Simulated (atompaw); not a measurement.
# Logarithmic derivatives: Ag, PAW (atompaw)

```
Element                 : silver (Ag)
Generator               : atompaw 4.2.0.5
Type                    : PAW
Functional              : LDA (PW92)
Relativity              : scalar-relativistic
Frozen core             : [Kr]
Valence charge          : 11
Reference configuration : 4d10 5s1 5p0
Partial waves           : 5s (bound): rc 2.05 bohr; 5s channel at 0.25 Ry: rc 2.75 bohr; 5p (bound, empty): rc 2.50 bohr; 5p channel at 4.3 Ry: rc 2.50 bohr; 4d (bound): rc 2.75 bohr; 4d channel at 1 Ry: rc 2.40 bohr; 4f channel at 0.4 Ry: rc 2.75 bohr; 4f channel at 2.6 Ry: rc 2.75 bohr
Local potential         : bessel scheme, radius 2.45 bohr
Core correction         : smooth core density matched at 2.40 bohr
Augmentation charge     : sinc compensation charge, radius 2.30 bohr; PAW radius 2.75 bohr; waves and projectors: custom rrkj vanderbiltortho
```

The phase is arctan(r·u′/u) with u = r·R(r), unwrapped; energies in Ry, scanned from -3 to 5 Ry. A pole is an energy at which the radial function vanishes at the test radius. The pseudo phase is shifted by a multiple of π to meet the all-electron one at the reference energy, and phase errors are pseudo minus all-electron; the curves can meet again beyond the range given. Levels narrower than the energy grid can be missing from the lists of poles.

For each channel, where are the poles, and over which energies does the pseudopotential scatter like the atom?

```tsv
channel	radius (bohr)	reference energy (Ry)	poles, all-electron	poles, pseudo	unbroken range about the reference energy with phases within 0.05 rad	phase error 1 Ry above the reference energy (rad)
s	2.75	-0.35	1.32	1.32, 4.92	below 3.9	-0.000
p	2.75	-0.06	2.45	2.43	the whole range	-0.003
d	2.75	-0.56	-0.40, 4.57	-0.40	below 1.8	+0.001
f	2.75	0.40	3.27	3.28	below 4.2	+0.002
```

Phases in the p channel:

```csv
E (Ry),all-electron,pseudo
-3.00,1.351,1.347
-2.76,1.340,1.337
-2.52,1.327,1.324
-2.28,1.312,1.310
-2.04,1.295,1.293
-1.80,1.274,1.273
-1.56,1.249,1.248
-1.32,1.217,1.216
-1.08,1.175,1.174
-0.84,1.117,1.117
-0.60,1.034,1.033
-0.36,0.903,0.903
-0.12,0.679,0.679
0.12,0.273,0.273
0.36,-0.321,-0.323
0.60,-0.816,-0.819
0.84,-1.100,-1.103
1.08,-1.261,-1.264
1.32,-1.361,-1.363
1.56,-1.429,-1.432
1.80,-1.480,-1.482
2.04,-1.519,-1.521
2.28,-1.551,-1.553
2.52,-1.579,-1.581
2.76,-1.604,-1.605
3.00,-1.627,-1.628
3.24,-1.650,-1.651
3.48,-1.673,-1.674
3.72,-1.698,-1.698
3.96,-1.724,-1.725
4.20,-1.755,-1.755
4.44,-1.792,-1.793
4.68,-1.840,-1.840
4.92,-1.903,-1.906
```
